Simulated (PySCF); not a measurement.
## Deuteron quadrupole couplings in `COC[C@H](F)OCF`

C4H8F2O2.
Z-matrix (Å and degrees, GFN2-xTB geometry), rows numbered from 1:
```
C 
O   1  1.4131
C   2  1.3968  1  114.60
C   3  1.5353  2  113.55  1    73.72
F   4  1.3857  3  110.21  2   -85.20
O   4  1.3873  3  108.84  2   156.18
C   6  1.3802  4  115.27  3  -172.19
F   7  1.3712  6  110.63  4    70.73
H   1  1.0877  2  106.00  3   175.09
H   1  1.0954  2  110.96  3    56.21
H   1  1.0936  2  112.05  3   -65.68
H   3  1.0918  2  106.52  1  -168.43
H   3  1.0991  2  111.70  1   -49.08
H   4  1.1013  3  111.05  2    31.82
H   7  1.0940  6  107.22  4  -172.36
H   7  1.0997  6  113.04  4   -48.66
```

Level: PBE0/pcSseg-1 (PySCF, non-relativistic); Q(2H) = 0.00286 b; rigid geometry, the same for H and D, with no vibrational averaging.

Question: Rank these positions by the coupling χzz of a deuteron there, largest first.
A. H15 (methylene hydrogen)
B. H9 (methyl hydrogen)
C. H11 (methyl hydrogen)
D. H16 (methylene hydrogen)

Answer: B (207 kHz), C (196 kHz), A (190 kHz), D (181 kHz).

Question: Give the electric field gradient Vzz (the principal value of largest size), its asymmetry and the 2H coupling at each hydrogen.

Answer: 
```
atom  bonded to  bond length (Å)  Vzz (au)     η  χzz (kHz)
  H9         C1            1.088    0.3073  0.07        207
 H10         C1            1.095    0.2924  0.09        196
 H11         C1            1.094    0.2922  0.09        196
 H12         C3            1.092    0.2937  0.04        197
 H13         C3            1.099    0.2820  0.07        190
 H14         C4            1.101    0.2656  0.03        178
 H15         C7            1.094    0.2825  0.04        190
 H16         C7            1.100    0.2697  0.03        181
```

Question: How does χzz go with the bond length over the 8 C–H bonds?

Answer: A straight-line fit has a slope of -18.7 kHz for each 0.01 Å, with a correlation coefficient of -0.93, over lengths from 1.088 to 1.101 Å. The longer bonds have the smaller couplings here.

Isolated species at its GFN2-xTB geometry (one conformer only). GFN2-xTB bond lengths can be off by several hundredths of an ångström, more for odd bonds, and the gradients follow them. With so small a basis the couplings can be 20 % off.
